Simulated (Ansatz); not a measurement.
Born–Oppenheimer molecular dynamics of Cl2FGeH (5 atoms, charge 0, multiplicity 1). It starts from a relaxed structure.

Method: RKS revPBE/def2-SVP in Ansatz.

| Item | Value |
| --- | --- |
| ensemble | NVE (velocity Verlet) |
| time step | 0.5 fs |
| steps asked | 100 |
| starting velocities drawn for | 300 K |
| seed | 883439 |

First frame:

```xyz
5
Properties=species:S:1:pos:R:3
Ge 0.008 0.000 -0.055
F -0.029 0.000 1.696
H 1.478 0.000 -0.522
Cl -1.043 1.768 -0.717
Cl -1.043 -1.768 -0.717
```

(1) How far do the bonds stretch over the last three quarters of this one trajectory? (Pairs bonded in most of those frames.)

Answers

(1) 
```
   bond  mean (Å)  spread (Å)  shortest  longest
 Ge1–F2     1.752       0.016      1.73     1.78
 Ge1–H3     1.543       0.023      1.51     1.58
Ge1–Cl4     2.184       0.014      2.15     2.20
Ge1–Cl5     2.170       0.012      2.14     2.18
```

Mean temperature of the second half: 110 K. The conserved energy stayed within 0.026 meV per atom of its start (net change 0.017 meV per atom), so the integration is sound. A run of 0.05 ps of so small a system gives no equilibrium averages.

Time of the run: 3.1 min on 1 thread of Arm Neoverse V2, on a shared host, peak memory 0.12 GiB.
